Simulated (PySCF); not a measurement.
Excitations are Tamm–Dancoff values on a coarser integration grid. The basis has no diffuse functions, so Rydberg states are missing or too high.

Cartesian coordinates (Å):
SMILES: O=[SiH]O[SiH3]
```xyz
8

O      2.2407    -0.9330     0.6488
Si     1.6379    -0.2753    -0.5781
O      0.1156     0.2089    -0.7724
Si    -1.2851     0.2288     0.1334
H      2.3466     0.0431    -1.8291
H     -2.3073     0.9071    -0.6931
H     -1.0510     0.9822     1.3855
H     -1.6974    -1.1619     0.4281
```
Charge 0, multiplicity 1.

### Question
Estimate the HOMO, S1 oscillator strength, S1 excitation (TDA), HOMO–LUMO gap, total energy, T1 excitation (TDA), S1–T1 gap (TDA) and dipole moment that r2SCAN-D4/def2-TZVP run with PySCF returns for this input.

### Answer

| Property | Value |
|---|---|
| HOMO | -7.16 eV |
| S1 oscillator strength | 0.001 |
| S1 excitation (TDA) | 5.38 eV |
| HOMO–LUMO gap | 5.38 eV |
| total energy | -731.8919 Ha |
| T1 excitation (TDA) | 4.80 eV |
| S1–T1 gap (TDA) | 0.58 eV |
| dipole moment | 3.41 D |
